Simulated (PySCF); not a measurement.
# Working out the ionisation energy of Re

Re [Xe] 4f14 5d5 6s2 (6S) → Re⁺ [Xe] 4f14 5d5 6s1 (7S). Computed with PySCF 2.14 in def2-QZVPPD with the def2 core potential (60 electrons) (7s6p4d4f2g, 91 functions), with scalar relativity through the core potential. Frozen: nothing. Energies in hartree (1 hartree = 27.21139 eV):

```csv
part,Re (lower),Re⁺ (upper)
UHF,-77.535322,-77.318293
MP2 opposite-spin,-0.270903,-0.217835
MP2 same-spin,-0.147558,-0.140309
```

Q: What does Hartree-Fock give?

A: (-77.318293) − (-77.535322) = 0.217029 hartree = 5.906 eV.

Q: What do MP2 and SCS-MP2 (6/5 opposite-spin, 1/3 same-spin) give?

A: The opposite-spin parts differ by 1.444 eV and the same-spin parts by 0.197 eV. MP2: 5.906 + (1.444) + (0.197) = 7.547 eV. SCS-MP2: 5.906 + 1.2 × (1.444) + (0.197)/3 = 7.704 eV.

Measured between the centres of the two terms (NIST): 7.834 eV, so MP2 (valence and next inner shell) is off by -0.287 eV.

What remains against the reference includes basis incompleteness and correlation beyond second order.
